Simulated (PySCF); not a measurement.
**29Si chemical shifts**

Level of theory: GIAO PBE0/pcSseg-1 shieldings, structure optimised with GFN2-xTB, in PySCF (non-relativistic Hamiltonian, no solvent model, one computed conformer, one averaged value for each set of equivalent atoms).

Shieldings were converted by a linear fit to measured shifts: 29Si (scatter 8.9 ppm rms, 25.8 ppm with the 6 outliers that the fit left out vs TMS, solution or neat liquid). A few per cent of atoms miss by over 2 rms, more outside the fitted compound classes.

Q: Give the 29Si shifts of `[SiH3]C[SiH]1CCOCC1`, `[SiH3]C[SiH]1CCOCC1`, `C#Cc1pcc([SiH3])cp1`, `C/N=C\C(F)(F)[Si@H]1C[SiH2][SiH2]1`, `C[C@H](C[SiH3])C(=O)C[SiH3]`, `CC(=O)O[C@@H]1[SiH2][SiH2][SiH2]C1=O`, `C[SiH2]C(F)(F)F`, `C[SiH2]C(F)(F)F`, `C[SiH2]C1=CC[SiH2][SiH2][C@@H]1F`.

A: 
```tsv
compound	environment	δ (ppm)
[SiH3:1][CH2:2][SiH:3]1[CH2:4][CH2:5][O:6][CH2:7][CH2:8]1	Si3: silicon bonded to 3 C, H, in a 6-membered ring	-27.6
[SiH3:1][CH2:2][SiH:3]1[CH2:4][CH2:5][O:6][CH2:7][CH2:8]1	Si1: silicon bonded to C, 3 H	-70.6
[SiH3:1][CH2:2][SiH:3]1[CH2:4][CH2:5][O:6][CH2:7][CH2:8]1	Si3: silicon bonded to 3 C, H, in a 6-membered ring	-27.6
[SiH3:1][CH2:2][SiH:3]1[CH2:4][CH2:5][O:6][CH2:7][CH2:8]1	Si1: silicon bonded to C, 3 H	-70.6
C#Cc1pcc([SiH3])cp1	silicon bonded to C, 3 H	-55.0
[CH3:1]/[N:2]=[CH:3]\[C:4]([F:5])([F:6])[Si@H:7]1[CH2:8][SiH2:9][SiH2:10]1	Si7: silicon bonded to 2 C, Si, H, in a 4-membered ring	-19.2
[CH3:1]/[N:2]=[CH:3]\[C:4]([F:5])([F:6])[Si@H:7]1[CH2:8][SiH2:9][SiH2:10]1	Si9: silicon bonded to C, Si, 2 H, in a 4-membered ring	-53.7
[CH3:1]/[N:2]=[CH:3]\[C:4]([F:5])([F:6])[Si@H:7]1[CH2:8][SiH2:9][SiH2:10]1	Si10: silicon bonded to 2 Si, 2 H, in a 4-membered ring	-66.1
[CH3:1][C@H:2]([CH2:3][SiH3:4])[C:5](=[O:6])[CH2:7][SiH3:8]	Si8: silicon bonded to C, 3 H	-56.7
[CH3:1][C@H:2]([CH2:3][SiH3:4])[C:5](=[O:6])[CH2:7][SiH3:8]	Si4: silicon bonded to C, 3 H	-67.0
[CH3:1][C:2](=[O:3])[O:4][C@@H:5]1[SiH2:6][SiH2:7][SiH2:8][C:9]1=[O:10]	Si6: silicon bonded to C, Si, 2 H, in a 5-membered ring	-71.6
[CH3:1][C:2](=[O:3])[O:4][C@@H:5]1[SiH2:6][SiH2:7][SiH2:8][C:9]1=[O:10]	Si8: silicon bonded to C, Si, 2 H, in a 5-membered ring	-91.4
[CH3:1][C:2](=[O:3])[O:4][C@@H:5]1[SiH2:6][SiH2:7][SiH2:8][C:9]1=[O:10]	Si7: silicon bonded to 2 Si, 2 H, in a 5-membered ring	-105.4
C[SiH2]C(F)(F)F	silicon bonded to 2 C, 2 H	-42.5
C[SiH2]C(F)(F)F	silicon bonded to 2 C, 2 H	-42.5
[CH3:1][SiH2:2][C:3]1=[CH:4][CH2:5][SiH2:6][SiH2:7][C@@H:8]1[F:9]	Si2: silicon bonded to 2 C, 2 H	-53.7
[CH3:1][SiH2:2][C:3]1=[CH:4][CH2:5][SiH2:6][SiH2:7][C@@H:8]1[F:9]	Si7: silicon bonded to C, Si, 2 H, in a 6-membered ring	-74.9
[CH3:1][SiH2:2][C:3]1=[CH:4][CH2:5][SiH2:6][SiH2:7][C@@H:8]1[F:9]	Si6: silicon bonded to C, Si, 2 H, in a 6-membered ring	-78.3
```
